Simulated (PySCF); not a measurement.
Compound: C₄H₁₀NSi₂ (doublet state).
Cartesian coordinates in Å at the PBE0-D3(BJ)/def2-SVP level; atoms count from 1:
```
atom  x, y, z in Å
C1     2.8690    0.9269   -0.6716
C2     2.1788   -0.0393   -0.1277
C3     1.4826   -1.0545    0.4264
C4     0.0936   -1.2053    0.5334
N5    -0.8820   -0.2932    0.1407
Si6   -2.5322   -0.9273    0.0886
Si7   -0.6094    1.4417   -0.1063
H8     3.1870    1.8103   -0.0986
H9     3.1549    0.9105   -1.7333
H10    2.0723   -1.8795    0.8447
H11   -0.2707   -2.1466    0.9569
H12   -3.1153   -1.0519    1.4610
H13   -3.3713   -0.0052   -0.7248
H14   -2.5012   -2.2841   -0.5325
H15   -1.9687    2.0490    0.0206
H16    0.2737    1.9940    0.9589
H17   -0.0751    1.7786   -1.4563
```

The hyperfine couplings belong to this conformer and change with its torsions.

As a line formula: `C=[C]/C=C\N([SiH3])[SiH3]` [radical].

Computed with UKS B3LYP, IGLO-III on C N Si, pcH-1 on H, non-relativistic, mean-field spin-orbit, GIAO in PySCF. Geometry: PBE0-D3(BJ)/def2-SVP, one conformer, isolated molecule. The frame is twisted about the C4–N5 bond at this geometry (dihedral H11–C4–N5–Si6 = -12°); couplings at other torsion angles weren't computed. No stability test was run, so a lower SCF solution isn't excluded.

Problem. Match the computed a_iso(13C) values +51.8, +45.1, -44.4, -36.8 MHz with the sites C1; C2; C3; C4.

Solution. 
```csv
site,a_iso (MHz),ρ(0) (bohr⁻³),position,distance from C4 (Å),spin population,largest |T| (MHz)
C1,-36.8,-0.0327,1 bond from C2,3.70,-0.11,8.9
C2,+45.1,+0.0402,a main spin site,2.48,+0.55,83.5
C3,-44.4,-0.0395,1 bond from C2,1.40,-0.22,24.1
C4,+51.8,+0.0461,largest spin population,0.00,+0.60,94.0
```

Problem. The isotropic 1H couplings, averaged over equivalent nuclei, are +99.1, +96.5, -41.0, +14.9, +8.1, +3.1 MHz. Assign them to H8; H9; H10; H11; H12/H13/H14; H15/H16/H17.

Solution. 
```tsv
site	a_iso (MHz)	ρ(0) (bohr⁻³)	position	distance from C4 (Å)	bound to	spin population there	largest |T| (MHz)
H8	+99.1	+0.0222	2 bonds from C2, on C1 of spin population -0.11	4.37	C1	-0.11	4.8
H9	+96.5	+0.0216	2 bonds from C2, on C1 of spin population -0.11	4.36	C1	-0.11	4.9
H10	+14.9	+0.0033	2 bonds from C2, on C3 of spin population -0.22	2.11	C3	-0.22	6.2
H11	-41.0	-0.0092	1 bond from C4	1.09	C4	+0.60	23.2
H12/H13/H14	+3.1	+0.0007	3 bonds from C4	3.41	Si6	+0.01	2.9
H15/H16/H17	+8.1	+0.0018	3 bonds from C4	3.57	Si7	0.00	2.7
```

ρ(0) is the spin density at the nucleus and T the dipolar tensor; a_iso includes a spin–orbit part; entries for several nuclei are means. Largest spin populations (Mulliken): C4 (+0.60), C2 (+0.55), C3 (-0.22) and C1 (-0.11). The angles at C4 add up to 360.0°, so it is planar. Main spin sites, with 60 % or more of the largest population: C2, C4; positions count bonds from the nearest.

Class means assume fast exchange of nuclei equivalent by connectivity; if that motion is slow, each nucleus keeps its own coupling. H8 and H9 aren't averaged: C1 is flat or nearly so (angle sum 360°), and its turn about the short C1–C2 bond (1.31 Å) is taken as slow. Si6 and Si7, with what hangs on them, aren't averaged: N5 is flat or nearly so (angle sum 360°), and its turn about the short N5–C4 bond (1.39 Å) is taken as slow. The three 1H nuclei of mean +8.1 MHz run from 1.3 to 11.9 MHz in the frozen geometry. The three 1H nuclei of mean +3.1 MHz run from 1.0 to 6.3 MHz in the frozen geometry.

The SMILES `C=[C]/C=C\N([SiH3])[SiH3]` draws the unpaired electron on C2, whose computed spin population is only +0.55.
